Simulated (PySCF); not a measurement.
2-bromopropene, C₃H₅Br.
SMILES with atom numbers: `[CH2:1]=[C:2]([CH3:3])[Br:4]` (hydrogens: H5, H6 on C1; H7, H8, H9 on C3)

Level of theory: core-valence-separated Tamm–Dancoff BHandHLYP/aug-pcX-1 (pcseg-1 on H, def2-SVPD on Br) in PySCF, non-relativistic, gas phase, PBE0-D3(BJ)/def2-SVP geometry.

Computed carbon K-edge spectrum, Gaussian lines of 0.5 eV full width, highest printed point 100; it ends one width below the last computed root. Absolute energies from this functional tend to lie a few eV below measured edges; no shift was applied.

photon energy (eV), absorption and a bar:
```
    282.0          1 
    282.1          2 #
    282.2          7 ##
    282.3         19 ######
    282.4         38 ###########
    282.5         62 ###################
    282.6         81 ########################
    282.7         85 ##########################
    282.8         71 #####################
    282.9         48 ##############
    283.0         26 ########
    283.1         11 ###
    283.2          4 #
    283.3          2 
    283.4          4 #
    283.5         12 ####
    283.6         29 #########
    283.7         54 ################
    283.8         82 ########################
    283.9         98 #############################
    284.0         95 ############################
    284.1         74 ######################
    284.2         47 ##############
    284.3         29 #########
    284.4         27 ########
    284.5         41 ############
    284.6         64 ###################
    284.7         85 #########################
    284.8         90 ###########################
    284.9         77 #######################
    285.0         53 ################
    285.1         30 #########
    285.2         16 #####
    285.3         12 ###
    285.4         16 #####
    285.5         25 #######
    285.6         35 ##########
    285.7         46 ##############
    285.8         55 ################
    285.9         59 ##################
    286.0         57 #################
    286.1         48 ##############
    286.2         34 ##########
    286.3         21 ######
    286.4         14 ####
    286.5         17 #####
    286.6         31 #########
    286.7         54 ################
    286.8         81 ########################
    286.9         98 ##############################
    287.0        100 ##############################
    287.1         86 ##########################
    287.2         66 ####################
    287.3         48 ##############
    287.4         37 ###########
```

Q: Where are the maxima, and which lines make them up?

A: 5 maxima:
- 282.7 eV: C1 (terminal =CH2 carbon), 282.67 eV, f = 0.057, 1s→π*, 100 % of the height at the exact maximum
- 283.9 eV: C2 (fully substituted alkene carbon), 283.93 eV, f = 0.066, 1s→π*, 100 % of the height at the exact maximum
- 284.8 eV: C2 (fully substituted alkene carbon), 284.78 eV, f = 0.060, 100 % of the height at the exact maximum
- 285.9 eV: C3 (allylic carbon), 285.91 eV, f = 0.012, 30 % of the height at the exact maximum; C1 (terminal =CH2 carbon), 286.03 eV, f = 0.012, 27 % of the height at the exact maximum; C3 (allylic carbon), 286.04 eV, f = 0.011, 24 % of the height at the exact maximum; C1 (terminal =CH2 carbon), 285.66 eV, f = 0.015, 17 % of the height at the exact maximum
- 287.0 eV: C3 (allylic carbon), 286.97 eV, f = 0.034, 51 % of the height at the exact maximum; C3 (allylic carbon), 286.86 eV, f = 0.023, 31 % of the height at the exact maximum; C1 (terminal =CH2 carbon), 287.08 eV, f = 0.013, 16 % of the height at the exact maximum

Roots within 0.03 eV on the same or equivalent atoms count as one line; shares under 12 % aren't listed.

Vibrational structure and lifetime widths aren't in the curve. The ionisation threshold wasn't computed; near and above it a finite basis only mimics Rydberg series and continuum. Relativistic effects, spin–orbit coupling among them, are left out although an element past zinc is present.

The run took about 11 s of CPU time (one thread, shared machine).
